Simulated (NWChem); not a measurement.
Molecule: CH4BIO; SMILES CB(O)I

```xyz
8

B      0.0744    -1.3692     0.0000
I      0.0580     0.8264     0.0000
C     -1.2761    -2.1588     0.0000
H     -1.8877    -1.8883     0.8857
H     -1.1074    -3.2538     0.0000
H     -1.8877    -1.8883    -0.8857
O      1.2720    -1.9977     0.0000
H      2.0309    -1.3840     0.0000
```
Atoms are numbered in this order, from 1.

Level: PBE-D3(BJ)/def2-SVP with def2 effective core potentials on I (NWChem), optimised geometry, unscaled harmonic frequencies. def2 effective core potentials on I; no spin-orbit coupling.

```json
[
 {"frequency (cm⁻¹)": "82", "IR intensity (km/mol)": "1.8"},
 {"frequency (cm⁻¹)": "227", "IR intensity (km/mol)": "1.0"},
 {"frequency (cm⁻¹)": "282", "IR intensity (km/mol)": "8.6"},
 {"frequency (cm⁻¹)": "380", "IR intensity (km/mol)": "1.6"},
 {"frequency (cm⁻¹)": "467", "IR intensity (km/mol)": "32.4"},
 {"frequency (cm⁻¹)": "612", "IR intensity (km/mol)": "104.6"},
 {"frequency (cm⁻¹)": "819", "IR intensity (km/mol)": "1.0"},
 {"frequency (cm⁻¹)": "835", "IR intensity (km/mol)": "2.7"},
 {"frequency (cm⁻¹)": "899", "IR intensity (km/mol)": "87.2"},
 {"frequency (cm⁻¹)": "1093", "IR intensity (km/mol)": "447.6"},
 {"frequency (cm⁻¹)": "1256", "IR intensity (km/mol)": "65.4"},
 {"frequency (cm⁻¹)": "1352", "IR intensity (km/mol)": "94.8"},
 {"frequency (cm⁻¹)": "1376", "IR intensity (km/mol)": "9.6"},
 {"frequency (cm⁻¹)": "1410", "IR intensity (km/mol)": "94.2"},
 {"frequency (cm⁻¹)": "2979", "IR intensity (km/mol)": "0.4"},
 {"frequency (cm⁻¹)": "3063", "IR intensity (km/mol)": "0.4"},
 {"frequency (cm⁻¹)": "3085", "IR intensity (km/mol)": "8.7"},
 {"frequency (cm⁻¹)": "3711", "IR intensity (km/mol)": "64.0"}
]
```

- zero-point energy = 34.2 kcal/mol
- thermal correction to the enthalpy at 298.15 K (with zero-point energy) = 38.3 kcal/mol
- heat capacity Cv = 17.8 cal/(mol K)
- entropy at 298.15 K and 1 atm (symmetry number 1) = 78.2 cal/(mol K)

Rigid rotor and harmonic oscillator; modes under 100 cm⁻¹ make the entropy uncertain.
